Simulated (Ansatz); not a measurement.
`C[O][Ge]([CH3])([Cl])[Se]C`. Total charge 0; spin multiplicity 1.

```xyz
16

C    -0.574    2.462   -1.169
O    -1.248    1.487   -0.400
Ge   -0.494   -0.066   -0.047
C    -1.842   -1.158    0.800
Cl    0.062   -1.002   -1.929
Se    1.473    0.349    1.158
C     2.393   -1.330    0.756
H    -0.440    2.131   -2.205
H    -1.188    3.365   -1.167
H     0.409    2.705   -0.752
H    -2.169   -0.668    1.718
H    -2.685   -1.271    0.120
H    -1.429   -2.138    1.038
H     2.447   -1.473   -0.321
H     1.890   -2.169    1.232
H     3.395   -1.224    1.168
```

Problem. List the harmonic frequencies (cm⁻¹, unscaled) at PBE0-D4/def2-TZVP in Ansatz. (Best estimate.)

Solution. Ansatz gave: 32, 71, 85, 101, 110, 115, 129, 140, 156, 188, 209, 294, 312, 397, 608, 619, 654, 808, 811, 922, 930, 1117, 1181, 1199, 1260, 1308, 1444, 1445, 1460, 1470, 1474, 1490, 1499, 3019, 3072, 3081, 3084, 3119, 3172, 3174, 3180, 3192.

Problem. Is this a minimum?

Solution. Yes, all 42 modes are real.

Problem. Give the ideal-gas thermochemistry at 298.15 K and 1 bar (rigid rotor, harmonic oscillator; point group C1, symmetry number 1).

Solution. Zero-point energy 311.8 kJ/mol; H(298) − E = 347.0 kJ/mol; entropy 481.1 J/(mol·K), of which translation 177.6, rotation 127.4, vibration 176.1; G(298) − E = 203.6 kJ/mol. Modes under 100 cm⁻¹ are hindered rotations or soft bends, so the harmonic entropy is rough.

Problem. And at 400, 500, 600, 800 and 1000 K?

Solution. 
```
T (K)  H − E (kJ/mol)  S (J/mol/K)  G − E (kJ/mol)
  400           365.7        534.8           151.8
  500           386.5        581.1            96.0
  600           409.4        622.8            35.8
  800           460.3        695.7           -96.3
 1000           516.4        758.3          -241.8
```
